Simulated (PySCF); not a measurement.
**Stationary points of SeNF₃**

Method: PBE0 in PySCF with Se def2-SVP, N def2-SVP, F def2-SVP; no relativity; density-fitted integrals.

Relaxations began from a few typed shapes. The search is not exhaustive: other isomers or separated fragments can lie lower, and high-lying points may rest on an excited occupation.

Question: Order these stationary points by electronic energy, lowest first, in kJ/mol from the lowest minimum.
A. singlet C3v: Se–F 1.731 Å (×3), Se–N 1.573 Å; F–Se–F 91.0° (×3), F–Se–N 124.5° (×3)
B. singlet C2v: Se–F 1.751 Å, Se–F 1.783 Å (×2), Se–N 1.625 Å; F–Se–F 79.4° (×2), F–Se–F 158.9°, F–Se–N 100.6° (×2), F–Se–N 180.0°

Answer: A (0.0), B (191.1).

Question: Which of them are minima?

Answer: By energy in kJ/mol, 0.0: minimum; 191.1: saddle point, 1 imaginary mode.

Counting electrons, selenium keeps none of its valence electrons outside its bonds, so the VSEPR class is AX4 and the expected shape is tetrahedral; with unlike ligands the computed point group is C3v.
